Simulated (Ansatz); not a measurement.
`COC1=N[SiH]1C`, charge 0, multiplicity 1.

Q: Give a relaxed structure at PBE0-D4/def2-TZVP (the Gaussian-basis code of Ansatz). (Estimate.)

A: The calculation gave: 
Z-matrix (Å, degrees):
```
C
O 1 1.432
H 1 1.091 2 110.4
H 1 1.091 2 110.4 3 120.4
H 1 1.087 2 105.9 3 -119.8
C 2 1.316 1 114.3 3 -59.9
Si 6 1.770 2 159.8 1 -178.9
N 6 1.284 2 131.0 1 -0.2
C 7 1.854 6 124.4 2 79.2
H 7 1.482 6 120.6 2 -81.8
H 9 1.093 7 110.8 6 -103.9
H 9 1.091 7 110.6 6 16.8
H 9 1.094 7 110.2 6 137.0
```
This is one stationary point; other conformers may exist.
